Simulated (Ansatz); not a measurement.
Geometry optimisation, RKS B3LYP-D4/def2-SVP in Ansatz.

Input:

```yaml
crystal:
  periodic: [false, false, false]
  atoms:
    - { symbol: Hf, position_ang: [-0.202576, 0.040327, -0.113803] }
    - { symbol: Cl, position_ang: [-0.307376, 0.047887, 2.367572] }
    - { symbol: F, position_ang: [1.55627, 0.259395, -0.81847] }
    - { symbol: O, position_ang: [-1.152098, 1.586153, -0.655442] }
    - { symbol: H, position_ang: [-1.756087, 2.274082, -0.949518] }
    - { symbol: Cl, position_ang: [-1.357338, -1.777215, -1.095351] }
    - { symbol: S, position_ang: [1.529672, -2.944163, 1.333073] }
    - { symbol: H, position_ang: [0.405892, -3.662622, 1.08588] }
    - { symbol: H, position_ang: [0.923441, -2.211844, 2.334659] }
basis:
  gaussian: { orbitals: def2-SVP }
hamiltonian:
  xc: b3lyp
  dispersion: d4
relax:
  f_tol: 0.03
  max_steps: 50
```

Command:

```bash
$ ansatz run input.yaml --threads 4 --pin off --max-ram 5120MiB --backend cpu --events-out ev --progress --plain --runs-dir out
```

Question: Where does it end, and by what steps?

Answer: It converged. The force dipped under the threshold on the way, but the program's further checks kept it going. After 21 steps the energy has fallen by 0.277 eV; H9 moved furthest, 0.94 Å. Joined: Hf1–S7 (3.74 → 2.99 Å).

```json
{"step": "0", "energy less start (eV)": "0.0000", "largest force component (eV/Å)": "1.197", "accepted": "yes"}
{"step": "1", "energy less start (eV)": "-0.0893", "largest force component (eV/Å)": "1.038", "accepted": "yes"}
{"step": "2", "energy less start (eV)": "-0.1793", "largest force component (eV/Å)": "0.742", "accepted": "yes"}
{"step": "3", "energy less start (eV)": "-0.1934", "largest force component (eV/Å)": "0.846", "accepted": "yes"}
{"step": "4", "energy less start (eV)": "-0.2398", "largest force component (eV/Å)": "0.258", "accepted": "yes"}
{"step": "5", "energy less start (eV)": "-0.2395", "largest force component (eV/Å)": "0.197", "accepted": "no"}
{"step": "6", "energy less start (eV)": "-0.2479", "largest force component (eV/Å)": "0.063", "accepted": "yes"}
{"step": "7", "energy less start (eV)": "-0.2496", "largest force component (eV/Å)": "0.077", "accepted": "yes"}
{"step": "8", "energy less start (eV)": "-0.2512", "largest force component (eV/Å)": "0.098", "accepted": "yes"}
{"step": "9", "energy less start (eV)": "-0.2528", "largest force component (eV/Å)": "0.240", "accepted": "yes"}
{"step": "10", "energy less start (eV)": "-0.2551", "largest force component (eV/Å)": "0.167", "accepted": "yes"}
{"step": "11", "energy less start (eV)": "-0.2591", "largest force component (eV/Å)": "0.225", "accepted": "yes"}
{"step": "12", "energy less start (eV)": "-0.2618", "largest force component (eV/Å)": "0.186", "accepted": "yes"}
{"step": "13", "energy less start (eV)": "-0.2573", "largest force component (eV/Å)": "0.662", "accepted": "no"}
{"step": "14", "energy less start (eV)": "-0.2684", "largest force component (eV/Å)": "0.055", "accepted": "yes"}
{"step": "15", "energy less start (eV)": "-0.2725", "largest force component (eV/Å)": "0.031", "accepted": "yes"}
{"step": "16", "energy less start (eV)": "-0.2688", "largest force component (eV/Å)": "0.478", "accepted": "no"}
{"step": "17", "energy less start (eV)": "-0.2748", "largest force component (eV/Å)": "0.027", "accepted": "yes"}
{"step": "18", "energy less start (eV)": "-0.2756", "largest force component (eV/Å)": "0.130", "accepted": "yes"}
{"step": "19", "energy less start (eV)": "-0.2734", "largest force component (eV/Å)": "0.286", "accepted": "no"}
{"step": "20", "energy less start (eV)": "-0.2768", "largest force component (eV/Å)": "0.005", "accepted": "yes"}
{"step": "21", "energy less start (eV)": "-0.2770", "largest force component (eV/Å)": "0.017", "accepted": "yes"}
```

```xyz
9
Properties=species:S:1:pos:R:3
Hf -0.272 -0.167 0.024
Cl -0.803 -0.034 2.349
F 1.580 0.137 -0.397
O -1.061 1.426 -0.651
H -1.461 2.224 -1.000
Cl -1.443 -1.832 -1.230
S 1.148 -2.662 0.856
H 0.166 -3.259 1.571
H 1.786 -2.221 1.967
```

Run time: 2 min on 4 threads of Arm Neoverse N1, with other jobs on the host, peak memory 0.36 GiB.
